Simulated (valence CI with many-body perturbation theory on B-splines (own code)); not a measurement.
Energy levels of Pb10+

Calculated by configuration interaction combined with many-body perturbation theory (CI+MBPT): four valence electrons over a frozen Dirac-Fock core [Xe] 4f14, a basis of 7 s, 7 p, 8 d, 6 f, 4 g, 1 h functions for each j, with the one-electron correlation potential Σ1 (screened to all orders), the two-electron term Σ2, the three-electron term Σ3, Breit, model QED; selected single and double excitations, second order for the rest, scaled by the run's own slope (own B-spline code, finite nucleus).

No measured spectrum was set against this ion. As an estimate, terms of the open shell hold to 2 to 4 % of their energy, and close levels can change places. Only levels of the ground parity were solved; by the run's estimate the other parity begins above the list, which can be wrong where configurations are misplaced.

Levels 1 to 32 of 32, with energies above the lowest level, (5d3/2^4) J=0. "Leading %" is the weight of the configuration and term that name the level; weights of strongly mixed levels are sums over their largest components and can fall short, so below about 35 % the name and the second component can differ from the true leading terms, or belong to a minority configuration. In the jj column 3d3/2^4 stands for four electrons in 3d with j = 3/2.

```tsv
No.	Configuration	Term	J	E (cm⁻¹)	Leading %	Second component	Leading jj	g
1	5d⁴	³P	0	0.0	48	44 % 5d⁴ ⁵D	5d3/2^4 (90 %)	
2	5d⁴	⁵D	1	17613	74	26 % 5d⁴ ³P	5d3/2^3 5d5/2 (92 %)	1.499
3	5d⁴	⁵D	2	28407	77	7 % 5d⁴ ³D	5d3/2^3 5d5/2 (57 %)	1.406
4	5d⁴	³F	4	33573	31	24 % 5d⁴ ⁵D	5d3/2^3 5d5/2 (88 %)	1.169
5	5d⁴	⁵D	3	34132	59	19 % 5d⁴ ³F	5d3/2^3 5d5/2 (60 %)	1.330
6	5d⁴	⁵D	0	48831	53	29 % 5d⁴ ³P	5d3/2^2 5d5/2^2 (87 %)	
7	5d⁴	³H	4	51178	43	42 % 5d⁴ ⁵D	5d3/2^2 5d5/2^2 (83 %)	1.137
8	5d⁴	³G	3	55041	55	26 % 5d⁴ ⁵D	5d3/2^2 5d5/2^2 (64 %)	0.999
9	5d⁴	³F	2	55377	42	22 % 5d⁴ ¹D	5d3/2^2 5d5/2^2 (65 %)	0.989
10	5d⁴	³H	5	59897	71	28 % 5d⁴ ³G	5d3/2^2 5d5/2^2 (99 %)	1.080
11	5d⁴	³P	1	62039	59	25 % 5d⁴ ³D	5d3/2^2 5d5/2^2 (82 %)	1.251
12	5d⁴	³H	6	64047	59	40 % 5d⁴ ¹I	5d3/2^2 5d5/2^2 (96 %)	1.098
13	5d⁴	³G	4	68803	63	30 % 5d⁴ ¹G	5d3/2^2 5d5/2^2 (92 %)	1.030
14	5d⁴	³D	2	69877	41	32 % 5d⁴ ³P	5d3/2^2 5d5/2^2 (89 %)	1.148
15	5d⁴	³F	3	70305	41	38 % 5d⁴ ³D	5d3/2^2 5d5/2^2 (84 %)	1.155
16	5d⁴	³F	4	79161	42	27 % 5d⁴ ⁵D	5d3/2 5d5/2^3 (63 %)	1.201
17	5d⁴	³F	2	83753	35	32 % 5d⁴ ¹D	5d3/2^2 5d5/2^2 (70 %)	1.046
18	5d⁴	³F	3	85265	48	21 % 5d⁴ ³G	5d3/2 5d5/2^3 (87 %)	1.112
19	5d⁴	³G	5	90718	71	28 % 5d⁴ ³H	5d3/2 5d5/2^3 (99 %)	1.152
20	5d⁴	³D	1	91313	71	20 % 5d⁴ ³P	5d3/2 5d5/2^3 (87 %)	0.785
21	5d⁴	¹I	6	92933	59	40 % 5d⁴ ³H	5d3/2 5d5/2^3 (96 %)	1.067
22	5d⁴	³F	4	94129	50	38 % 5d⁴ ¹G	5d3/2^2 5d5/2^2 (73 %)	1.116
23	5d⁴	³P	2	97577	62	23 % 5d⁴ ³D	5d3/2^2 5d5/2^2 (56 %)	1.342
24	5d⁴	¹S	0	101510	57	42 % 5d⁴ ³P	5d3/2 5d5/2^3 (80 %)	
25	5d⁴	¹F	3	104110	46	30 % 5d⁴ ³D	5d3/2 5d5/2^3 (91 %)	1.085
26	5d⁴	³F	2	104310	57	34 % 5d⁴ ³P	5d3/2 5d5/2^3 (52 %)	0.990
27	5d⁴	³F	3	119390	70	26 % 5d⁴ ¹F	5d3/2 5d5/2^3 (98 %)	1.066
28	5d⁴	³P	1	119790	94		5d3/2 5d5/2^3 (95 %)	1.464
29	5d⁴	¹G	4	121530	71	19 % 5d⁴ ³F	5d3/2 5d5/2^3 (52 %)	1.046
30	5d⁴	¹D	2	122920	51	23 % 5d⁴ ³P	5d5/2^4 (42 %)	1.070
31	5d⁴	³P	0	123230	58	39 % 5d⁴ ¹S	5d3/2^2 5d5/2^2 (59 %)	
32	5d⁴	³F	4	126670	51	30 % 5d⁴ ¹G	5d5/2^4 (52 %)	1.148
```

The ionisation energy to 5d³ ⁴F3/2 of the next ion comes out as 183.1 eV (NIST: 182 ± 2.4 eV (theoretical)). All 32 levels together are meant to be complete up to 128230 cm⁻¹.
